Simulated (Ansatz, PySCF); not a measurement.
C3H3F3, SMILES FC1(C[C@@H]1F)F.

Geometry: r2SCAN-D4/def2-SVP. The structure was generated by enumeration; whether it is a known compound was not checked.

Vertical ionisation energy (IE) and electron affinity (EA) in eV. Rows of orbital energies are one-electron estimates. Where ΔSCF, EOM or ADC give a negative EA the extra electron is unbound and the value depends on the basis.

```
level                                                                   IE     EA
-------------------------------------------------------------------  -----  -----
−ε(HOMO), −ε(LUMO), M06-2X/def2-TZVP (PySCF)                           [?]    [?]
−ε(HOMO), −ε(LUMO), PBE/def2-TZVP (PySCF)                             6.85   0.18
ΔSCF, PBE0/def2-SVPD (Ansatz), final states of multiplicity 2 and 2  11.07  -1.76
ΔSCF, PBE/def2-SVPD (Ansatz), final states of multiplicity 2 and 2   10.58  -1.57
```

Question: Complete the blanks. (The exact figures need the calculation; the answer reports its results.)

Answer: 
- −ε(HOMO), −ε(LUMO), M06-2X/def2-TZVP (PySCF), IE: 9.95
- −ε(HOMO), −ε(LUMO), M06-2X/def2-TZVP (PySCF), EA: -1.73

Question: What vertical singlet–triplet gap does ΔSCF give with PBE0/def2-SVPD (Ansatz, a quantum-chemistry and plane-wave program) and with PBE/def2-SVPD (Ansatz)? (Estimate from the structure and the level; the computed values follow.)

Answer: 7.12 and 6.48 eV (triplet above singlet where positive).
